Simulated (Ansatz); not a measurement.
CH8O2Si2 can be A, `CO[SiH](O)[SiH3]`, or B, `OC[SiH2][SiH2]O`.

Isolated molecules relaxed with PBE0-D4/def2-TZVP in Ansatz; ΔE leaves out vibrations. CCSD(T)/CBS adds triple-zeta CCSD(T) − MP2 to the extrapolated MP2 energy (def2 sets, frozen cores). DFT in def2-TZVPP. B3LYP here is the variant with VWN-RPA as its local correlation; programs differ in this. Each species was taken in one conformer, which may not be the lowest.

A:

```xyz
13

C     1.597    1.647    0.389
O     0.567    0.707    0.606
Si    0.025   -0.331   -0.543
O    -0.714    0.430   -1.805
Si   -1.432   -1.765    0.602
H     1.920    2.032    1.358
H     2.459    1.189   -0.110
H     1.245    2.483   -0.222
H     1.181   -1.008   -1.188
H    -1.557    0.853   -1.635
H    -2.627   -1.006    1.067
H    -0.767   -2.377    1.782
H    -1.900   -2.853   -0.300
```

B:

```xyz
13

O     0.960   -2.590   -0.482
C     0.096   -1.470   -0.586
Si    0.938    0.038    0.187
Si   -0.521    1.878    0.121
O    -1.893    1.608    1.010
H     0.529   -3.349   -0.882
H    -0.145   -1.236   -1.633
H    -0.860   -1.641   -0.070
H     2.194    0.360   -0.547
H     1.286   -0.260    1.606
H    -1.002    2.131   -1.262
H     0.198    3.098    0.594
H    -1.780    1.432    1.945
```

(1) Which isomer does CCSD(T)/CBS put lower? Give the gap. (An estimate is asked.)

(2) Give E(B) − E(A) in kJ/mol with ωB97M-V, CCSD/def2-TZVPP, LDA (SPW92), CCSD(T)/def2-SVP, HF/def2-TZVPP, BLYP-D4, B3LYP-D4. (An estimate is asked.)

(3) Does the order hold for the free energy at 298.15 K (harmonic terms from PBE0-D4)? (Best estimate.)

Largest T1 diagnostic: 0.012.

Answers

(1) The calculation gave: A, by 133.1 kJ/mol.

(2) Ansatz gave: ωB97M-V 132.7, CCSD/def2-TZVPP 136.0, LDA (SPW92) 126.0, CCSD(T)/def2-SVP 131.6, HF/def2-TZVPP 147.5, BLYP-D4 133.0, B3LYP-D4 135.6. None reverses the order clearly.

(3) Ansatz gave: Yes: G(B) − G(A) = +132.0 kJ/mol, for one conformer each. Modes under 60 cm⁻¹, often nearly free rotors, make the harmonic entropy too high.

In def2-TZVPP, CCSD(T) changes the Hartree–Fock value by −12.7 kJ/mol (the triples alone add −1.2 kJ/mol) and MP2 by −10.5 kJ/mol. From PBE to PBE0 (25 % exact exchange), in def2-TZVPP and without D4, E(B) − E(A) moves by +3.8 kJ/mol.
